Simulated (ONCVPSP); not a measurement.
Transferability test, ONCV potential for Br

```json
{"Element": "bromine", "Generator": "ONCVPSP 4.0.1", "Type": "optimised norm-conserving Vanderbilt (ONCV)", "Functional": "LDA (Perdew-Zunger)", "Relativity": "scalar-relativistic", "Frozen core": "[Ne]", "Valence charge": "25", "Reference configuration": "3s2 3p6 3d10 4s2 4p4 (charge +1)", "Partial waves": "3s+4s: rc 0.90 bohr, ncon 4, nbas 9, qcut 11.3 1/bohr, 2 projectors; 3p+4p: rc 0.95 bohr, ncon 4, nbas 6, qcut 11.3 1/bohr, 3 projectors, debl 2.6 Ha; 3d: rc 0.95 bohr, ncon 3, nbas 8, qcut 13.3 1/bohr, 2 projectors, debl 2.8 Ha", "Local potential": "polynomial inside 0.60 bohr (lpopt 3, dvloc0 4 Ha)", "Core correction": "none"}
```

In the d channel the program set the typed energies aside and used -2.874, 0.250 Ha.

Energies are relative to the spin-unpolarised reference configuration 3s2 3p6 3d10 4s2 4p4; without spin polarisation the order of configurations can differ from experiment.

(1) Give the all-electron excitation energy and the error of the potential for: 3s2 3p6 3d10 4s2 4p5; 3s2 3p6 3d10 4s2 4p3; 3s2 3p6 3d10 4s2 4p2; 3s2 3p6 3d10 4s2 4p1.

Levels in the configuration 3s2 3p6 3d10 4s2 4p3:

| level | all-electron (eV) | pseudo (eV) |
| --- | --- | --- |
| 3s | -261.334 | -261.351 |
| 3p | -197.338 | -197.356 |
| 3d | -91.077 | -91.086 |
| 4s | -42.068 | -42.068 |
| 4p | -28.432 | -28.432 |

## Answers

(1)

| valence configuration | charge | ΔE all-electron (eV) | error AE − PS (meV) |
| --- | --- | --- | --- |
| 3s2 3p6 3d10 4s2 4p5 | 0 | -12.708 | +2.3 |
| 3s2 3p6 3d10 4s2 4p3 | +2 | 22.944 | -4.2 |
| 3s2 3p6 3d10 4s2 4p2 | +3 | 57.165 | -11 |
| 3s2 3p6 3d10 4s2 4p1 | +4 | 103.515 | -21 |
